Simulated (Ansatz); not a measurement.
`[OH][GaH][GaH2]` + H₂ → `[GaH2][GaH2]` + H₂O at 400 K and 1 bar (hydrogenolysis of a Ga–O bond).

Computed with Ansatz on PBE0-D4/def2-TZVP structures; ΔE is electronic, products minus reactants. CCSD(T)/CBS is the MP2 limit (def2-TZVPP, def2-QZVPP) plus CCSD(T) − MP2 in def2-TZVPP, frozen cores. This one scheme is used for every species. For Ga outer-core shells are correlated without core-valence functions, which leaves a few kJ/mol of doubt a bond. Scalar relativity is left out up to krypton. One conformer a species, not always the lowest.

```
          species  CCSD(T)/CBS energy (Eh)  H − E (kJ/mol)  S (J/(mol·K))
`[OH][GaH][GaH2]`              -3925.47057           117.7          369.2
               H₂                 -1.17544            38.0          139.0
   `[GaH2][GaH2]`              -3850.24627            92.8          321.0
              H₂O                -76.37941            69.8          198.6
```

H − E and S are ideal-gas, rigid-rotor, harmonic terms from PBE0-D4/def2-TZVP, for one conformer and one mirror image of each species. The MP2-based limit puts H₂ 0.8 mEh under its directly extrapolated value; such offsets cancel only in part. 1 Eh = 2625.50 kJ/mol, R = 8.31446 J/(mol·K).

**Question.** By hand: ΔE, ΔH, ΔS and ΔG.

**Answer.** ΔE = (-3850.24627) + (-76.37941) − (-3925.47057) − (-1.17544) = 0.02033 Eh = 53.4 kJ/mol. Δ(H − E) = 92.8 + 69.8 − 117.7 − 38.0 = 6.9, so ΔH = 60.3 kJ/mol. ΔS = 321.0 + 198.6 − 369.2 − 139.0 = 11.4 J/(mol·K). ΔG = 60.3 − 400 × (11.4)/1000 = 55.7 kJ/mol.

**Question.** By hand: the equilibrium constant, and the temperature at which ΔG would vanish if ΔH and ΔS stayed fixed.

**Answer.** log₁₀ K = −ΔG/(RT ln 10) = -7.3. ΔG = 0 at ΔH/ΔS = 5289 K, far beyond where these terms or the molecules hold.

The number of gas molecules stays the same, so ΔS is small and ΔH decides. A doubt of 5 kJ/mol in ΔE shifts log₁₀ K by 0.7 here. Other conformers and mirror images would add mixing entropy, several J/(mol·K) or more a flexible species. These are equilibria of isolated gas molecules and say nothing of rates. Largest T1 diagnostic: 0.015 (customary marks: 0.02 for closed shells, 0.045 for open ones).
